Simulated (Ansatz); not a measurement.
Born–Oppenheimer molecular dynamics of C$_{4}$H$_{8}$Si (13 atoms, charge 0, multiplicity 1). It goes on from the last frame of an earlier run, with new velocities.

Computed with RKS PBE-D4/6-31G (Ansatz 0.2.0).

| Item | Value |
| --- | --- |
| ensemble | NVE (Milne-controlled integrator) |
| time step | 0.5 fs |
| steps asked | 250 |
| starting velocities drawn for | 500 K |
| seed | 869348 |

First frame:

```xyz
13
Properties=species:S:1:pos:R:3
C -1.549 1.499 0.926
C -0.455 0.777 0.685
C 0.650 0.002 1.407
Si 0.814 0.051 -0.505
C 0.180 -1.261 -1.796
H -2.030 1.596 1.884
H -2.129 1.875 0.097
H 1.421 0.489 2.029
H 0.166 -0.793 1.962
H 2.053 0.831 -0.990
H -0.356 -0.664 -2.620
H -0.516 -1.940 -1.319
H 1.017 -1.817 -2.199
```

Question: How far do the bonds stretch over the last three quarters of this one trajectory? (Pairs bonded in most of those frames.)

Answer: 
```csv
bond,mean (Å),spread (Å),shortest,longest
C1–C2,1.340,0.011,1.32,1.36
C1–H6,1.100,0.013,1.06,1.13
C1–H7,1.101,0.045,1.03,1.17
C2–C3,1.521,0.018,1.48,1.55
C2–Si4,1.891,0.045,1.83,1.99
C3–Si4,1.950,0.049,1.87,2.04
C3–H8,1.104,0.029,1.06,1.15
C3–H9,1.103,0.011,1.08,1.13
Si4–C5,1.912,0.035,1.85,1.96
Si4–H10,1.517,0.035,1.46,1.57
C5–H11,1.106,0.028,1.05,1.17
C5–H12,1.107,0.044,1.04,1.18
C5–H13,1.113,0.058,1.01,1.21
```

Mean temperature of the second half: 374 K. The conserved energy stayed within 0.035 meV per atom of its start (net change -0.021 meV per atom), so the integration is sound. A run of 0.12 ps of so small a system gives no equilibrium averages. Limits of this set-up: no polarisation functions.

Run time: 11 min on 1 thread of Arm Neoverse V2 (shared host), peak memory 0.12 GiB.
